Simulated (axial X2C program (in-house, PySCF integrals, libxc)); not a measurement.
Which molecule has these constants?

All values come from calculations with an in-house relativistic program for diatomic molecules, spin-free (one-electron X2C) or two-component (2c: spin–orbit coupling with atomic mean-field Coulomb and Gaunt terms, which also bring small scalar terms), in Dyall basis sets with cores contracted in-house; open shells are unrestricted.

A two-component PBE0 calculation in a Dyall 3-zeta basis gave Re = 1.926 Å, ωe = 617.2 cm⁻¹, De = 2.64 eV, dipole magnitude 2.05 D, Ω = 0.

Problem. Which molecule is it?
A. IF
B. BI
C. BeI
D. LiI
E. CI

Solution. A. The others have CI 2.022 Å and 650.0 cm⁻¹ (Ω = 1/2); BI 2.137 Å and 576.9 cm⁻¹ (Ω = 0); BeI 2.183 Å and 607.3 cm⁻¹ (Ω = 1/2); LiI 2.393 Å and 495.7 cm⁻¹ (Ω = 0).

Each entry is the lowest single determinant of a limited PBE0 search at one distance. De goes to single-determinant-based atoms at the same level (for ions the charge split of lowest energy) and is withheld (n/a) where an atom does not fit its ground term or J level. Main or longest-lived isotopes. Some light 2c atoms are not at their ground J level, so De misses part of their lowering (0.04 eV or less). The functionals have no current term, which raises determinants with orbital currents.
